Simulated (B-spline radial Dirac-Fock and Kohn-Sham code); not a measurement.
Calculated with a radial atomic solver, using Dirac-Fock ΔSCF + Breit + QED. The model has no electron correlation.

**Question.** Identify the element and charge state from the binding energies below (tabulated ground configuration; the least bound level is included).

```
level  binding energy (eV)
    K              71739.0
   L1              16957.0
 L2,3              15767.1
```

**Answer.** Hf⁶⁴⁺: Z = 72 with 8 electrons, [He] 2s2 2p4. The hydrogen-like estimate √(E/Ry) = 72.6 for the K level lies 0.6 above Z (screening lowers it, relativity raises it); the outermost level, at 15767.1 eV, fixes the charge.

**Question.** An atom or ion in its tabulated ground configuration has these computed binding energies (the last is its least bound level). Which is it?

```csv
level,binding energy (eV)
1s,46885.7
2s,10249.2
2p1/2,9877.6
2p3/2,9345.9
3s,4106.5
3p,3906.2
```

**Answer.** Nd⁴⁷⁺: Z = 60 with 13 electrons, [Ne] 3s2 3p1. The hydrogen-like estimate √(E/Ry) = 58.7 for the K level lies 1.3 below Z (screening lowers it, relativity raises it); the outermost level, at 3906.2 eV, fixes the charge.

**Question.** Identify the element and charge state from the binding energies below (tabulated ground configuration; the least bound level is included).

```
level  binding energy (eV)
   2s              13970.9
2p3/2              11868.1
3p3/2               3456.1
4p1/2               1456.8
4p3/2               1364.6
4d3/2               1177.5
   4f                943.6
```

**Answer.** Os²⁸⁺: Z = 76 with 48 electrons, [Kr] 4d10 4f2.

**Question.** Identify the element and charge state from the binding energies below (tabulated ground configuration; the least bound level is included).

| level | binding energy (eV) |
| --- | --- |
| 1s | 91363.3 |
| 2s | 19140.5 |
| 2p1/2 | 18492.3 |
| 3s | 6902.8 |
| 3p1/2 | 6622.5 |
| 3p3/2 | 6100.6 |
| 3d | 5606.5 |

**Answer.** Pb⁵⁵⁺: Z = 82 with 27 electrons, [Ar] 3d9. The hydrogen-like estimate √(E/Ry) = 81.9 for the K level lies 0.1 below Z (screening lowers it, relativity raises it); the outermost level, at 5606.5 eV, fixes the charge.

**Question.** Identify the element and charge state from the binding energies below (tabulated ground configuration; the least bound level is included).

```csv
level,binding energy (eV)
L1,9118.6
L2,8681.1
M1,2818.0
M2,2631.0
M4,2178.5
N1,1239.4
"N2,3",1136.0
```

**Answer.** Eu²⁹⁺: Z = 63 with 34 electrons, [Ar] 3d10 4s2 4p4.
